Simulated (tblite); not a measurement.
C₆H₁₃NOSi.
SMILES with atom numbers: `[CH3:1][C:2](=[O:3])[C@H:4]1[CH2:5][CH2:6][N:7]([SiH3:8])[CH2:9]1` (hydrogens: H10, H11, H12 on C1; H13 on C4; H14, H15 on C5; H16, H17 on C6; H18, H19, H20 on Si8; H21, H22 on C9)

The geometry is computed with GFN2-xTB (gas phase).

(1) List the bond lengths, angles and torsions at this level.

Results:

(1) 
```tsv
bond	length (pm)
C1–C2	150.8
C2=O3	120.4
C2–C4	151.8
C4–C5	153.7
C5–C6	153.2
C6–N7	144.3
N7–Si8	171.2
N7–C9	143.8
C4–C9	155.2
C1–H10, C1–H11, C1–H12	108.8
C4–H13	109.2
C5–H14	108.9
C5–H15	108.9
C6–H16	108.9
C6–H17	110.0
Si8–H18, Si8–H19	146.2
Si8–H20	147.4
C9–H21	110.2
C9–H22	109.1
```

Bonds in one row agree within 1 pm and their mean is given. A selection of angles:
```tsv
angle	degrees
C1–C2–O3	122.7
C1–C2–C4	114.1
O3–C2–C4	123.1
C2–C4–C5	113.2
C2–C4–C9	109.0
C5–C4–C9	104.1
C4–C5–C6	104.2
C5–C6–N7	103.6
C6–N7–Si8	125.6
C6–N7–C9	106.1
Si8–N7–C9	124.1
C4–C9–N7	104.9
```

Dihedral angles: C1–C2–C4–C5 166° (antiperiplanar); C2–C4–C5–C6 110° (anticlinal); C4–C5–C6–N7 30°; C5–C6–N7–Si8 160° (antiperiplanar); C6–N7–C9–C4 37° (synclinal); C2–C4–C9–N7 -138° (anticlinal).

Si8 (SiH3 silicon) is distorted tetrahedral (angles from 104.8° to 115.6°). N7 (silicon-bound nitrogen) has angles 125.6°, 124.1° and 106.1°, sum 355.8°, 0.18 Å off the plane of its three neighbours. Of the pairs four or more bonds apart, O3···H14 is among the closest relative to their van der Waals radii: 2.37 Å, 87 % of the sum of Bondi's values. The C–C distances run from 1.508 Å (C1–C2, drawn single) to 1.552 Å (C4–C9, drawn single), a spread of 0.044 Å. The 5-membered ring C4–C5–C6–N7–C9 has internal angles of 103.6° to 106.1°; it is puckered, 0.17 Å rms from its mean plane, widest ring torsion 42°.

Point group: C1 (no symmetry element, even within 0.4 Å). Its GFN2-xTB frequencies are all real (lowest 24 cm⁻¹). The numbers are those of one conformer.

Time: 3.5 s wall, 2.8 s CPU. Hardware: AMD EPYC, one thread, no GPU, shared host with 64 logical CPUs at a one-minute load of 60. That covers the optimisation of the geometry.
